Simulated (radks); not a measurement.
Spherical quantum dot in the effective-mass picture: electrons in a parabolic well V = omega^2 r^2 / 2 with omega = 3.45, with a point charge +1 (a donor) at the centre, all in effective atomic units (hartree* = m*/eps^2 hartree, bohr* = eps/m* bohr), one dielectric constant everywhere. Calculated with a radial shooting solver with Libxc functionals: non-relativistic Kohn-Sham, r2SCAN, spin-polarised, spherical densities, generalised Kohn-Sham scheme. Levels are named by radial order and angular momentum (1s, 1p, 1d, 2s, ...), and open shells are averaged over m.

N = 2, configuration 1s2. This is the lowest configuration that the search found. Occupied and some empty levels:

| level | occupation | eigenvalue (hartree*) | <r> (bohr*) |
|---|---|---|---|
| 1s | 2 | 5.0504 | 0.5611 |
| 1p | 0 | 9.0949 | 0.7926 |
| 2s | 0 | 12.261 | 0.8782 |
| 1d | 0 | 12.804 | 0.9570 |

Energy (hartree*): total 7.42437, kinetic 6.0437, external -0.19698, Hartree 3.2216, exchange-correlation -1.6439.
